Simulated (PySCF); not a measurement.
Z-matrix (Å, degrees):
```
Ti
F 1 1.7532
C 1 2.0649 2 110.51
H 3 1.1122 1 110.88 2 54.26
H 3 1.1128 4 109.03 1 121.11
H 3 1.1133 4 109.26 5 119.20
C 1 2.0659 2 111.24 3 119.97
H 7 1.1122 1 111.16 2 52.93
H 7 1.1128 8 109.04 1 121.66
H 7 1.1136 8 109.16 9 119.05
C 1 2.0661 2 111.30 3 -119.94
H 11 1.1121 1 111.26 2 54.24
H 11 1.1129 12 109.03 1 121.64
H 11 1.1136 12 109.17 13 119.01
```
Charge 0, multiplicity 1.

Problem. Predict the charge on the central atom (Mulliken), dipole moment and charge on the central atom (meta-Löwdin) from TPSSh-D3(BJ)/def2-TZVP // BP86-D3(BJ)/def2-SVP run with PySCF.

Solution. 
| Property | Value |
|---|---|
| charge on the central atom (Mulliken) | 1.24 e |
| dipole moment | 1.35 D |
| charge on the central atom (meta-Löwdin) | 1.38 e |
